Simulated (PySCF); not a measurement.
A structure optimised at B3LYP-D3(BJ)/def2-SVP, used in a PySCF frequency run:

```xyz
5

W      0.0000     0.0000     0.2086
O      0.0000     1.3640     1.2293
O      0.0000    -1.3640     1.2293
Cl    -1.9151     0.0000    -1.0326
Cl     1.9151     0.0000    -1.0326
```
Charge 0, spin multiplicity 1.

Problem. Write its SMILES, formula and point group.

Solution. [O]=[W](=[O])([Cl])[Cl], Cl2O2W, C2v

Problem. What are its rotational constants (standard atomic weights)?

Solution. 2.6402, 1.5814, 1.2894 GHz
